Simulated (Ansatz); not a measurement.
C2H6BFO (`OCBCF`). The species carries charge 0 and has multiplicity 1. The structure was optimised at the PBE0-D4/def2-TZVP level. It is one conformer, not always the lowest.

```xyz
11

O    -1.255   -0.224   -0.669
C    -0.844    1.039    0.016
B     0.373    0.151   -0.358
C     0.999   -0.819    0.710
F     1.641   -1.917    0.133
H    -1.429   -0.039   -1.598
H    -1.124    1.915   -0.560
H    -1.289    1.030    1.006
H     0.928    0.356   -1.399
H     1.747   -0.281    1.308
H     0.252   -1.212    1.411
```

Task: What is the dipole moment at PBE/def2-TZVPP? (Estimate.)

Result: Computed: 3.79 D, with components (-2.84, 2.45, -0.54) D in this frame, pointing from negative to positive charge.

Task: And with r2SCAN, B3LYP, ωB97M-V? (Best estimate.)

Result: The calculation gave: r2SCAN 3.86 D, B3LYP 3.89 D, ωB97M-V 3.88 D.

Task: Give the Mulliken charges with PBE, ωB97M-V, B3LYP in def2-TZVPP. (Estimate.)

Result: The calculation gave: 
| atom | PBE | ωB97M-V | B3LYP |
| --- | --- | --- | --- |
| O1 | -0.15 | -0.17 | -0.21 |
| C2 | -0.12 | -0.16 | -0.12 |
| B3 | -0.10 | -0.13 | -0.06 |
| C4 | 0.03 | 0.03 | 0.07 |
| F5 | -0.23 | -0.26 | -0.28 |
| H6 | 0.22 | 0.21 | 0.22 |
| H7 | 0.11 | 0.14 | 0.12 |
| H8 | 0.11 | 0.13 | 0.12 |
| H9 | -0.01 | 0.06 | 0.01 |
| H10 | 0.08 | 0.09 | 0.07 |
| H11 | 0.06 | 0.07 | 0.06 |

B3LYP here is the variant with VWN-RPA as its local correlation; programs differ in this.
